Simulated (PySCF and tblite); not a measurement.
Results of a calculation; reference values are marked as such.
System: CH6S2Si, numbered as in [CH3:1][S:2][S:3][SiH3:4].

Level: PBE0/pcSseg-1 + D3(BJ) on GFN2-xTB stationary points, with GFN2-xTB thermal terms. Rate constants are transition-state-theory values, counting equivalent paths, without tunnelling. (PySCF 2.14 with density fitting, tblite 0.8.)

Task: Estimate the barrier and the room-temperature rate of the rotation about the S2–S3 bond (torsion C1–S2–S3–Si4 from 96° to 264°, rising).

Result: The electronic barrier is 4.7 kcal/mol and ΔG‡(298 K) 5.3 kcal/mol, over a Cs saddle with an imaginary mode of 38i cm⁻¹ (GFN2-xTB). With 1 equivalent path, k is 8.7×10⁸ s⁻¹, a mean lifetime of the start of 1.1 ns against this motion.
